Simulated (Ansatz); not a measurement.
Relaxation of AlClFH₇OW (12 atoms, charge 0, multiplicity 1), to a largest force component of 0.03 eV/Å in at most 50 steps.

Theory: RKS BLYP/def2-SVP in Ansatz 0.2.0.

```xyz
12
Properties=species:S:1:pos:R:3:forces:R:3
W 0.121 0.426 -0.181 0.32 0.47 -0.01
Cl 0.756 -0.006 3.338 -0.22 0.60 0.05
H 1.490 -0.551 -0.373 -0.01 -0.03 -0.01
H -0.288 1.518 -1.430 0.01 -0.01 -0.02
F -1.511 0.200 0.783 0.06 0.02 -0.03
H -0.171 -1.238 -0.437 0.01 0.00 0.02
H 0.483 -0.063 -1.778 -0.01 -0.02 0.00
O 1.392 1.422 0.850 -0.37 -0.35 -0.50
Al 2.862 1.054 1.815 0.02 0.01 0.04
H 3.698 -0.252 1.483 -0.01 0.06 0.00
H 3.320 2.268 2.734 -0.03 -0.06 -0.04
H 0.268 1.088 2.729 0.22 -0.71 0.50
```

Q: Where does it end, and by what steps?

A: It converged. After 32 steps the energy has fallen by 0.786 eV; H3 moved furthest, 1.35 Å.

```tsv
step	energy less start (eV)	largest force component (eV/Å)	accepted
0	0.0000	0.711	yes
2	-0.1414	0.743	yes
4	-0.2286	0.155	yes
6	-0.2456	0.075	yes
8	-0.2630	0.390	yes
10	-0.3140	0.438	yes
12	-0.3391	0.093	yes
14	-0.3450	0.057	yes
16	-0.3522	0.110	yes
18	-0.3845	0.679	yes
20	-0.5535	0.824	yes
22	-0.7004	0.446	yes
24	-0.7650	0.340	yes
26	-0.7700	0.572	no
28	-0.7830	0.083	yes
30	-0.7847	0.037	yes
32	-0.7859	0.030	yes
```

```xyz
12
Properties=species:S:1:pos:R:3
W 0.406 0.208 -0.368
Cl 0.871 0.645 3.477
H 0.932 -0.886 -1.560
H -0.623 1.507 -0.841
F -0.913 0.437 1.368
H -0.145 -1.405 -0.123
H 0.660 0.743 -1.962
O 1.883 0.659 0.496
Al 2.764 1.025 2.180
H 3.794 -0.155 2.430
H 3.094 2.577 2.185
H -0.303 0.511 2.253
```

Whether the end is a true minimum wasn't checked by a vibrational analysis.

Time of the run: 40 s on 4 threads of Intel(R) Xeon(R) 6975P-C (Granite Rapids) (shared host), peak memory 0.22 GiB.
